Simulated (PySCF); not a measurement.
**Magnesium: a sound run and one with changed settings**

Sound run: Mg²⁺ [Ne], Mg³⁺ [He] 2s2 2p5. Computed with PySCF 2.14 in jorge-DZP-DKH, with the spin-free X2C one-electron Hamiltonian (Gaussian nucleus). In the sound run the correlated levels freeze [He] 2s2. The sound run starts from symmetry-adapted Hartree-Fock orbitals and uses a fine grid where one is needed.

Changed run: initial guess atom, at most 50 SCF cycles.

```tsv
species	method	sound run (hartree)	changed run (hartree)	converged
Mg²⁺	UHF	-199.12926	-199.12926	yes
Mg²⁺	PBE0	-199.43327	-199.43327	yes
Mg²⁺	CCSD(T)	-199.16235	-199.16235	yes
Mg³⁺	TPSS	-196.60150	-196.60150	yes
Mg³⁺	MP2	-196.24017	-196.24017	yes
```

Here the plain start reaches the same solutions.
